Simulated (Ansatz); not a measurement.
AlAs₂⁻, relaxed as a triplet with UKS PBE-D4/def2-TZVPD in Ansatz, starting from the PBE-D4/def2-TZVPD geometry of the charge -1 singlet. Force threshold 0.02 eV/Å.

The highest occupied level of the charge -1 triplet lies above zero (up to 0.84 eV). The electron is either unbound and held by the finite basis, or the level is raised by self-interaction error. At PBE-D4/def2-TZVPD a singlet of charge -1 lies 0.55 eV below the triplet, each at its own geometry. The structure comes from a short search, and lower isomers may exist.

Start:

| atom | x (Å) | y (Å) | z (Å) |
| --- | --- | --- | --- |
| Al1 | -0.0683 | 1.1664 | -0.9692 |
| As2 | 0.9041 | -1.0332 | -0.1185 |
| As3 | -0.8359 | -0.1331 | 1.0876 |

Estimate the energy that the relaxation releases and the steps that it takes.

1.4 kJ/mol, in 2 steps; 3.7 s on 4 threads of Arm Neoverse V1 on a shared host. No frequencies were taken in this run, so the end may be a saddle point.

Does the start keep its bonding and symmetry?

By distances, no bond broke or formed. The bond that changes most is Al1–As2, from 2.55 to 2.59 Å (atoms count from 1). Point group C2v at the start, C2v at the end, both within 0.05 Å.

Predict the relaxed structure.


```xyz
3

Al   -0.070    1.188   -0.987
As    0.916   -1.049   -0.117
As   -0.846   -0.138    1.104
```
Bond lengths: 2 × Al–As 2.59 Å; 1 × As–As 2.33 Å.
